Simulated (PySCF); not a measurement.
SMILES CCc1ccccc1O, singlet (GFN2-xTB optimised geometry):

```
19

C      3.043     0.434     1.430
C      2.503     0.500     0.000
C      1.002     0.500     0.000
C      0.279     1.683     0.000
C     -1.105     1.685     0.035
C     -1.790     0.485     0.069
C     -1.089    -0.708     0.070
C      0.299    -0.708     0.040
O      1.008    -1.874     0.042
H      2.708    -0.480     1.913
H      2.685     1.282     2.010
H      4.130     0.447     1.426
H      2.863    -0.366    -0.557
H      2.869     1.407    -0.486
H      0.817     2.620    -0.030
H     -1.645     2.620     0.033
H     -2.869     0.471     0.094
H     -1.621    -1.651     0.095
H      0.397    -2.620     0.048
```

Computed with PBE/def2-SVP (PySCF).

### Question
What are the frontier orbital energies and the dipole moment?

### Answer
HOMO-2 -7.59 eV, HOMO-1 -5.98 eV, HOMO -5.22 eV, LUMO -0.82 eV, LUMO+1 -0.43 eV; dipole moment 1.22 D.

Meta-Löwdin charges at PBE/def2-SVP: C1 -0.29, C2 -0.18, C3 -0.01, C4 -0.11, C5 -0.13, C6 -0.11, C7 -0.17, C8 0.19, O9 -0.42, H10 0.10, H11 0.10, H12 0.10, H13 0.11, H14 0.10, H15 0.10, H16 0.10, H17 0.11, H18 0.10, H19 0.32.
